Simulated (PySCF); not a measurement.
PySCF 2.14 output of an unrestricted TPSS calculation on a single atom or ion in cc-pVDZ-PP with ECP10MDF, with scalar relativity through the core potential:

```
SCF conv_tol = 1e-09
number electrons alpha = 10  beta = 9
    J. Tao, J. P. Perdew, V. N. Staroverov, and G. E. Scuseria.,  Phys. Rev. Lett. 91, 146401 (2003)
    J. P. Perdew, J. Tao, V. N. Staroverov, and G. E. Scuseria.,  J. Chem. Phys. 120, 6898 (2004)
    J. Tao, J. P. Perdew, V. N. Staroverov, and G. E. Scuseria.,  Phys. Rev. Lett. 91, 146401 (2003)
    J. P. Perdew, J. Tao, V. N. Staroverov, and G. E. Scuseria.,  J. Chem. Phys. 120, 6898 (2004)
cycle= 1 E= -226.678113607892  delta_E= -0.0183  |g|= 0.178  |ddm|= 0.821
cycle= 2 E= -226.66341307397  delta_E= 0.0147  |g|= 0.39  |ddm|= 0.834
cycle= 3 E= -226.683068170484  delta_E= -0.0197  |g|= 0.0201  |ddm|= 0.587
cycle= 4 E= -226.683133998388  delta_E= -6.58e-05  |g|= 0.000432  |ddm|= 0.024
cycle= 5 E= -226.683134030571  delta_E= -3.22e-08  |g|= 4.87e-05  |ddm|= 0.000972
cycle= 6 E= -226.683134030938  delta_E= -3.68e-10  |g|= 3.38e-06  |ddm|= 0.000113
converged SCF energy = -226.683134030938  <S^2> = 0.75114951  2S+1 = 2.0011492
```

The run itself started from symmetry-adapted Hartree-Fock orbitals and held the occupation by maximum overlap, on a logarithmic radial grid, so the iterations belong to that start.

Which element, charge and spin multiplicity is this?

Zn⁺ (zinc, charge +1), multiplicity 2; the state was [Ar] 3d10 4s1, 2S determinant.

Energies and moments cover only the electrons outside the core potential.
